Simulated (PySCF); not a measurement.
F3Sc, charge +1, doublet, at a GFN2-xTB geometry (such geometries of metal compounds can be far from the true shape) (the multiplicity is a formal guess); CAMB3LYP/STO-3G in PySCF.

PySCF was given this input:
```python
from pyscf import gto, scf, dft

mol = gto.Mole()
mol.atom = '''
    Sc   -0.00000000    0.00000000    0.00000000
    F    -1.53811347   -0.95326866    0.06508004
    F    -0.00100793    1.67428990   -0.68956647
    F     1.53912140   -0.72102124    0.62448643
'''
mol.basis = 'sto-3g'
mol.charge = 1
mol.spin = 1
mol.verbose = 4
mol.symmetry = True
mol.build()

mf = dft.UKS(mol)
mf.xc = 'camb3lyp'
mf.irrep_nelec = {'A1': (12, 12), 'A2': (2, 1), 'B1': (6, 6), 'B2': (4, 4)}
mf.kernel()
mf.analyze()
```

It wrote (shortened):

```
PySCF version 2.14.0

[INPUT] verbose = 4
[INPUT] num. atoms = 4
[INPUT] num. electrons = 47
[INPUT] charge = 1
[INPUT] spin (= nelec alpha-beta = 2S) = 1
[INPUT] symmetry True subgroup None
[INPUT] Mole.unit = angstrom
[INPUT] Symbol           X                Y                Z      unit          X                Y                Z       unit  Magmom
[...]
nuclear repulsion = 206.703714137045
point group symmetry = D3h, use subgroup C2v
symmetry origin: [7.40148683e-17 7.40148683e-17 0.00000000e+00]
symmetry axis x: [-0.49106891  0.76374289 -0.41898463]
symmetry axis y: [-0.19312662  0.37355322  0.90728171]
symmetry axis z: [ 0.84944302  0.52645492 -0.03594129]
num. orbitals of irrep A1 = 16
num. orbitals of irrep A2 = 2
num. orbitals of irrep B1 = 9
num. orbitals of irrep B2 = 6
number of shells = 17
number of NR pGTOs = 99
number of NR cGTOs = 33
basis = sto-3g
ecp = {}

******** <class 'pyscf.dft.uks_symm.SymAdaptedUKS'> ********
method = SymAdaptedUKS
initial guess = minao
damping factor = 0
level_shift factor = 0
DIIS = <class 'pyscf.scf.diis.CDIIS'>
diis_start_cycle = 1
diis_space = 8
diis_damp = 0
SCF conv_tol = 1e-09
SCF conv_tol_grad = None
SCF max_cycles = 50
direct_scf = True
direct_scf_tol = 1e-13
number electrons alpha = 24  beta = 23
irrep_nelec {'A1': (12, 12), 'A2': (2, 1), 'B1': (6, 6), 'B2': (4, 4)}
XC library pyscf.dft.libxc version 7.1.2
    S. Lehtola, C. Steigemann, M. J. T. Oliveira, and M. A. L. Marques,  SoftwareX 7, 1–5 (2018)
XC functionals = camb3lyp
    T. Yanai, D. P. Tew, and N. C. Handy,  Chem. Phys. Lett. 393, 51 (2004)
radial grids:
    Treutler-Ahlrichs [JCP 102, 346 (1995); DOI:10.1063/1.469408] (M4) radial grids

becke partition: Becke, JCP 88, 2547 (1988); DOI:10.1063/1.454033
pruning grids: <function nwchem_prune>
grids dens level: 3
symmetrized grids: True
atomic radii adjust function: <function treutler_atomic_radii_adjust>
small_rho_cutoff = 0
Freeze 47 electrons in irreps ['A1', 'A2', 'B1', 'B2']
    0 free electrons in irreps
Set gradient conv threshold to 3.16228e-05
tot grids = 63432
init E= -1047.51735807118

cycle= 1 E= -1047.50805534662  delta_E= 0.0093  |g|= 0.137  |ddm|= 2.66

cycle= 2 E= -1047.5093332375  delta_E= -0.00128  |g|= 0.159  |ddm|= 0.381

cycle= 3 E= -1047.49203440062  delta_E= 0.0173  |g|= 0.231  |ddm|= 0.437

cycle= 4 E= -1047.52858526393  delta_E= -0.0366  |g|= 0.00993  |ddm|= 0.261

cycle= 5 E= -1047.5288831748  delta_E= -0.000298  |g|= 0.0067  |ddm|= 0.0331

[...]
converged SCF energy = -1047.52863054065  <S^2> = 0.7507161  2S+1 = 2.000716
Total Energy =                       -1047.528630540648010
[...]
alpha MO #33 (A1 #16), energy= 0.256205738992416 occ= 0
beta  MO #1 (A1 #1), energy= -160.463940950489 occ= 1
beta  MO #2 (A1 #2), energy= -24.9814175593241 occ= 1
beta  MO #3 (B1 #1), energy= -24.9811421605161 occ= 1
beta  MO #4 (A1 #3), energy= -24.9807360540199 occ= 1
beta  MO #5 (A1 #4), energy= -17.7904457175384 occ= 1
beta  MO #6 (A1 #5), energy= -14.9520802701254 occ= 1
beta  MO #7 (B2 #1), energy= -14.9519722470746 occ= 1
beta  MO #8 (B1 #2), energy= -14.9507602689902 occ= 1
beta  MO #9 (A1 #6), energy= -2.56683558183717 occ= 1
beta  MO #10 (A1 #7), energy= -1.7990455223969 occ= 1
beta  MO #11 (B1 #3), energy= -1.78783989461797 occ= 1
beta  MO #12 (B2 #2), energy= -1.75493900358427 occ= 1
beta  MO #13 (A1 #8), energy= -1.53002191616559 occ= 1
beta  MO #14 (A1 #9), energy= -1.49996462192872 occ= 1
beta  MO #15 (B1 #4), energy= -1.49789147109045 occ= 1
beta  MO #16 (A1 #10), energy= -0.742278547397262 occ= 1
beta  MO #17 (B2 #3), energy= -0.729051869632608 occ= 1
beta  MO #18 (B1 #5), energy= -0.727689686222755 occ= 1
beta  MO #19 (A1 #11), energy= -0.725095325839766 occ= 1
beta  MO #20 (A2 #1), energy= -0.721441008116211 occ= 1
beta  MO #21 (B2 #4), energy= -0.712848746163008 occ= 1
beta  MO #22 (A1 #12), energy= -0.706766718146018 occ= 1
beta  MO #23 (B1 #6), energy= -0.704339912111539 occ= 1
beta  MO #24 (B1 #7), energy= -0.55217140198507 occ= 0
beta  MO #25 (A1 #13), energy= -0.182599227520598 occ= 0
beta  MO #26 (B2 #5), energy= -0.0425742336983025 occ= 0
beta  MO #27 (B2 #6), energy= -0.035877359012297 occ= 0
beta  MO #28 (A1 #14), energy= -0.025039637063713 occ= 0
beta  MO #29 (A2 #2), energy= -0.0247768295828801 occ= 0
beta  MO #30 (B1 #8), energy= -0.0099898435681654 occ= 0
beta  MO #31 (A1 #15), energy= 0.0467934031116777 occ= 0
beta  MO #32 (B1 #9), energy= 0.259939020698084 occ= 0
beta  MO #33 (A1 #16), energy= 0.260505343261277 occ= 0
 ** Mulliken pop alpha/beta on meta-lowdin orthogonal AOs **
 ** Mulliken pop       alpha | beta **
[...]
In total            24.00000 | 23.00000
 ** Mulliken atomic charges   ( Nelec_alpha | Nelec_beta ) **
charge of  0Sc =      0.22214  (    10.83192      9.94594 )
charge of  1F =      0.24079  (     4.38025      4.37896 )
charge of  2F =      0.26854  (     4.39391      4.33755 )
charge of  3F =      0.26854  (     4.39391      4.33755 )

WARN: System has nonzero charge 1; the dipole moment is origin-dependent.
Location of origin: [0. 0. 0.]

Dipole moment(X, Y, Z, Debye):  0.44248,  0.27424, -0.01872
```
